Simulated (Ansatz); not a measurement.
Consider the redistribution: `F[SiH2]S[SiH](F)F` + `C=C[SiH2]O[SiH3]` → `C=C[SiH2]S[SiH](F)F` + `F[SiH2]O[SiH3]`.

Program: Ansatz. Geometries: PBE0-D4/def2-TZVP. ΔE: electronic, gas phase. CCSD(T)/CBS is the MP2 limit (def2-TZVPP, def2-QZVPP) plus CCSD(T) − MP2 in def2-TZVPP, frozen cores. Each species was taken in one conformer, which may not be the lowest.

```
              species  CCSD(T)/def2-TZVPP energy (Eh)
  `F[SiH2]S[SiH](F)F`                     -1277.13449
   `C=C[SiH2]O[SiH3]`                      -734.17948
`C=C[SiH2]S[SiH](F)F`                     -1255.18258
     `F[SiH2]O[SiH3]`                      -756.14008
```

Problem. Work out ΔE.

Solution. ΔE = (-1255.18258) + (-756.14008) − (-1277.13449) − (-734.17948) = -0.00869 Eh = -5.5 kcal/mol. CCSD(T)/CBS gives -5.3 kcal/mol.

Largest T1 diagnostic among the species: 0.012.
